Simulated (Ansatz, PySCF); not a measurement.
Spin states of IrO2 (SMILES [O]=[Ir]=[O]), each relaxed with B3LYP-D3(BJ)/def2-TZVP.
State 1 (charge 0, multiplicity 2):
```xyz
3

Ir     0.03183    -0.02100     0.02097
O      1.25929     0.23604    -1.12402
O     -1.32419    -0.16767     1.03263
```
State 2 (charge 0, multiplicity 4):
```json
[
 {"atom": "Ir", "x (Å)": "0.3431", "y (Å)": "-0.2881", "z (Å)": "0.3436"},
 {"atom": "O", "x (Å)": "0.9427", "y (Å)": "0.3447", "z (Å)": "-1.1514"},
 {"atom": "O", "x (Å)": "-1.3189", "y (Å)": "-0.0092", "z (Å)": "0.7373"}
]
```

Singlets are restricted, other states unrestricted; no spin–orbit coupling, no relativity up to Kr; see below for the cores. The largest T1 diagnostic is 0.088.

The values were computed with Ansatz (a first-principles code); PySCF for the dispersion terms. Each number belongs to the level named beside it. In def2 rows elements past Kr take small-core potentials, without spin–orbit coupling.

```json
[
 {"level": "r2SCAN/def2-TZVPP", "energy of the multiplicity-4 state less that of the multiplicity-2 state (kcal/mol)": "16.54"},
 {"level": "r2SCAN-D3(BJ)/def2-TZVPP", "energy of the multiplicity-4 state less that of the multiplicity-2 state (kcal/mol)": "16.54"},
 {"level": "B97M-V/def2-TZVPP", "energy of the multiplicity-4 state less that of the multiplicity-2 state (kcal/mol)": "19.98"},
 {"level": "B3LYP-D3(BJ)/def2-TZVPP", "energy of the multiplicity-4 state less that of the multiplicity-2 state (kcal/mol)": "?"},
 {"level": "PBE0/def2-TZVPP", "energy of the multiplicity-4 state less that of the multiplicity-2 state (kcal/mol)": "21.49"},
 {"level": "PBE0-D4/def2-TZVPP", "energy of the multiplicity-4 state less that of the multiplicity-2 state (kcal/mol)": "21.46"},
 {"level": "BHLYP/def2-TZVPP", "energy of the multiplicity-4 state less that of the multiplicity-2 state (kcal/mol)": "19.59"},
 {"level": "BHLYP-D4/def2-TZVPP", "energy of the multiplicity-4 state less that of the multiplicity-2 state (kcal/mol)": "19.56"},
 {"level": "wB97M-V/def2-TZVPP", "energy of the multiplicity-4 state less that of the multiplicity-2 state (kcal/mol)": "?"}
]
```

### Question
Some entries are withheld; supply them.

### Answer

- B3LYP-D3(BJ)/def2-TZVPP, energy of the multiplicity-4 state less that of the multiplicity-2 state (kcal/mol): 23.27
- wB97M-V/def2-TZVPP, energy of the multiplicity-4 state less that of the multiplicity-2 state (kcal/mol): 26.74
